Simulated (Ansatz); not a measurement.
Cost and result up the ladder for closo-1-NB4 (H on N) (B₄NH₅) (10 atoms). Total charge 0; singlet. Geometry: B3LYP-D4/def2-SVP.

Cartesian coordinates in Å:
```
B 0.622 -0.102 0.862
B 0.384 0.460 -0.884
N -0.339 0.948 0.351
B 0.407 -1.138 -0.422
B -1.002 -0.369 0.018
H 1.239 -0.023 1.883
H 0.739 1.158 -1.788
H -0.661 1.848 0.685
H 0.786 -2.198 -0.815
H -2.175 -0.585 0.108
```

Ansatz on 4 threads of Arm Neoverse V1 on a shared host. Times are rough, and most runs start from the orbitals of an earlier one. ωB97M-V/def2-TZVP serves as the yardstick here, not as an exact answer. Differences are given only for rows in sets of like size (and for xTB, whose basis is part of the method), since another set adds its own error. Binding counts from free atoms at the same level (B doublet, N quartet, H doublet; other spins of the atoms weren't run), without zero-point energy or a counterpoise term.

HSE06 is defined as in plane-wave codes, on full-range PBE exchange. Correlated methods freeze 5 core orbitals.

Correlated methods converge slowly with the basis.

```json
{"level": "HF/def2-TZVP", "functions": "185", "wall time": "0.75 s"}
{"level": "PBE-D4/def2-SVP", "functions": "95", "wall time": "0.75 s"}
{"level": "PBE0-D4/def2-SVP", "functions": "95", "wall time": "0.8 s"}
{"level": "revPBE-D4/def2-TZVP", "functions": "185", "wall time": "1.3 s"}
{"level": "MP2/def2-TZVP", "functions": "185", "wall time": "1.4 s"}
{"level": "HSE06-D4/def2-TZVP", "functions": "185", "wall time": "1.8 s"}
{"level": "BHLYP-D4/def2-TZVP", "functions": "185", "wall time": "1.8 s"}
{"level": "PBE0-D4/def2-TZVP", "functions": "185", "wall time": "2 s"}
{"level": "CAM-B3LYP-D4/def2-TZVP", "functions": "185", "wall time": "2 s"}
{"level": "PBE-D4/def2-TZVP (with forces)", "functions": "185", "wall time": "2.5 s"}
{"level": "r2SCANh-D4/def2-TZVP", "functions": "185", "wall time": "2.7 s"}
{"level": "r2SCAN-D4/def2-TZVP", "functions": "185", "wall time": "3 s"}
{"level": "ωB97M-V/def2-TZVP", "functions": "185", "wall time": "5.5 s"}
{"level": "CCSD(T)/def2-TZVPP", "functions": "225", "wall time": "3.6 min"}
```

Question: Estimate what each level gives for the binding energy per atom (eV).

Answer: 
| level | binding energy per atom (eV) | difference from ωB97M-V/def2-TZVP (eV) |
| --- | --- | --- |
| HF/def2-TZVP | 3.01 | -1.04 |
| PBE-D4/def2-SVP | 4.22 | – |
| PBE0-D4/def2-SVP | 4.16 | – |
| revPBE-D4/def2-TZVP | 4.05 | 0.00 |
| MP2/def2-TZVP | 3.97 | -0.08 |
| HSE06-D4/def2-TZVP | 4.11 | 0.05 |
| BHLYP-D4/def2-TZVP | 3.93 | -0.13 |
| PBE0-D4/def2-TZVP | 4.10 | 0.05 |
| CAM-B3LYP-D4/def2-TZVP | 4.05 | 0.00 |
| PBE-D4/def2-TZVP (with forces) | 4.16 | 0.11 |
| r2SCANh-D4/def2-TZVP | 4.07 | 0.02 |
| r2SCAN-D4/def2-TZVP | 4.09 | 0.04 |
| ωB97M-V/def2-TZVP | 4.05 | 0.00 |
| CCSD(T)/def2-TZVPP | 3.89 | -0.16 |
